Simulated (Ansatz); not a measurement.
The same bond dissociation along the group B, Al, Ga.

Program: Ansatz. Geometries: PBE0-D4/def2-TZVP. ΔE: electronic, gas phase. CCSD(T)/CBS is the MP2 limit (def2-TZVPP, def2-QZVPP) plus CCSD(T) − MP2 in def2-TZVPP, frozen cores. This one scheme is used for every species, atoms too. Functionals use def2-TZVPP. Open shells (•) are unrestricted, without spin–orbit coupling. Bonds to Br, Ga are less sure, by a few kJ/mol each and by 10 to 20 or more in all where they break to atoms, as the def2 sets lack core-valence functions. Scalar relativity is left out up to krypton.

```
                            reaction  CCSD(T)/CBS(def2) (kJ/mol)
             `FBBr` → `F[B]Br`• + H•                         465
`[F][AlH][Br]` → `[F][Al][Br]`• + H•                           ?
`[F][GaH][Br]` → `[F][Ga][Br]`• + H•                         355
```

Question: Fill in the missing values. (Estimate.)

Answer: The calculation gave: `[F][AlH][Br]` → `[F][Al][Br]`• + H•: +371.2 kJ/mol.

Largest T1 diagnostic: 0.014, for `[F][Ga][Br]`•.
